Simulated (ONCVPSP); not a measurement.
**Transferability test, ONCV potential for Be**

```
Element                 : beryllium (Be)
Generator               : ONCVPSP 4.0.1
Type                    : optimised norm-conserving Vanderbilt (ONCV)
Functional              : LDA (Perdew-Wang 92)
Relativity              : scalar-relativistic
Frozen core             : [He]
Valence charge          : 2
Reference configuration : 2s1.5 2p0.5
Partial waves           : 2s: rc 2.10 bohr, ncon 3, nbas 6, qcut 3.5 1/bohr, 2 projectors, debl 2.6 Ha; 2p: rc 2.75 bohr, ncon 4, nbas 8, qcut 2.6 1/bohr, 3 projectors, debl 3.3 Ha
Local potential         : polynomial inside 1.45 bohr (lpopt 3, dvloc0 1 Ha)
Core correction         : polynomial model core, fcfact 0.25
```

Energies are relative to the spin-unpolarised reference configuration 2s1.5 2p0.5; without spin polarisation the order of configurations can differ from experiment.

| valence configuration | charge | ΔE all-electron (eV) | error AE − PS (meV) |
| --- | --- | --- | --- |
| 2s1 2p0 | +1 | 7.759 | +23 |
| 2s1.5 2p0 | +0.5 | 1.994 | +7.7 |
| 2s0 2p2 | 0 | 5.315 | -30 |

**Question.** What are ΔE and the potential's error for 2s2 2p0?

**Answer.** ΔE = -1.754 eV all-electron; the error (AE − PS) is -2.7 meV.

Levels in the configuration 2s1.5 2p0:

| level | all-electron (eV) | pseudo (eV) |
| --- | --- | --- |
| 2s | -9.459 | -9.433 |

Note: no bound ghost flagged; GHOST(+) flagged for p at 84.5 eV.
